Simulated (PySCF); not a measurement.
H2InO2, SMILES [OH][In][OH], multiplicity 2.

Coordinates come from a B3LYP-D3(BJ)/def2-TZVP optimisation. The def2 effective core potentials stand for the cores of In; spin–orbit coupling is left out. The values are those of a single conformer.

Computed with C-PCM-ωB97X/def2-SVP (PySCF 2.14.0).

The values are the electrostatic part of the solvation free energy, E(continuum) − E(gas) at the gas-phase geometry, in a cavity of scaled van der Waals radii (PySCF's table); cavitation and dispersion terms are not included. A continuum can't describe solvent molecules that bind to the metal. The dipole moment in vacuum is 2.32 D.

Computed values in water (ε = 78.36), toluene (ε = 2.37), benzene (ε = 2.27):
```tsv
solvent	ε	ΔG(elec) (kcal/mol)	dipole (D)
water	78.36	-10.3	3.06
toluene	2.37	-5.7	2.70
benzene	2.27	-5.5	2.69
```
